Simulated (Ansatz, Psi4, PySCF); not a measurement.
C3H9N, charge -1, doublet, at the geometry of the source list (a state made from the parent by changing its charge; the spin is typed, not shown lowest) (in this run its highest filled SCF level lies above zero, so its values depend strongly on the basis, on diffuse functions most of all). Base run: CCSD(T)/STO-3G in PySCF.

PySCF was given this input:
```python
from pyscf import gto, scf, cc

mol = gto.Mole()
mol.atom = '''
    C    -0.61420000    1.11590000    0.56410000
    C    -0.09010000    0.02020000   -0.36040000
    C     1.35060000   -0.34120000   -0.00900000
    N    -0.92020000   -1.16670000   -0.18850000
    H     0.00310000    2.00670000    0.48570000
    H    -0.60020000    0.76100000    1.59070000
    H    -1.63700000    1.37810000    0.30330000
    H    -0.11220000    0.39990000   -1.40170000
    H     1.72360000   -1.11430000   -0.67700000
    H     1.39180000   -0.71630000    1.00970000
    H     1.99300000    0.53090000   -0.09460000
    H    -0.60270000   -1.91270000   -0.79820000
    H    -1.88540000   -0.96140000   -0.42410000
'''
mol.basis = 'sto-3g'
mol.charge = -1
mol.spin = 1
mol.verbose = 4
mol.build()

mf = scf.UHF(mol)
mf.kernel()

mycc = cc.CCSD(mf)
mycc.kernel()
et = mycc.ccsd_t()
print('E(CCSD(T)) = %.10f' % (mycc.e_tot + et))
```

The same geometry, method and basis name were run in Ansatz (a program for electronic structure) and Psi4 and PySCF, at each program's defaults and at the settings that a row names. The base is PySCF at its defaults. Differences at the defaults can come from grids, fitting, cores and function types together.

```json
[
 {"code and settings": "PySCF, defaults (exact integrals, spherical functions, all electrons correlated)", "ΔE vs base (µEh)": "0.0", "basis functions": "29", "E (Eh)": "-170.91416", "SCF cycles": "17"},
 {"code and settings": "Psi4, defaults (exact integrals, spherical functions, all electrons correlated)", "ΔE vs base (µEh)": "0.0", "basis functions": "29", "E (Eh)": "-170.91416", "SCF cycles": "20"},
 {"code and settings": "Ansatz, defaults (factorised integrals, spherical functions, frozen core)", "ΔE vs base (µEh)": "1557", "basis functions": "29", "E (Eh)": "-170.91260", "SCF cycles": "-"},
 {"code and settings": "PySCF, frozen core", "ΔE vs base (µEh)": "1534", "basis functions": "29", "E (Eh)": "-170.91262", "SCF cycles": "17"},
 {"code and settings": "Psi4, exact integrals, spherical functions, frozen core", "ΔE vs base (µEh)": "1534", "basis functions": "29", "E (Eh)": "-170.91262", "SCF cycles": "20"},
 {"code and settings": "Ansatz, high accuracy, frozen core", "ΔE vs base (µEh)": "1534", "basis functions": "29", "E (Eh)": "-170.91262", "SCF cycles": "-"}
]
```

Open shells are given as the SCF converged; they aren't shown to be the lowest states, and a large step between rows can be another state.
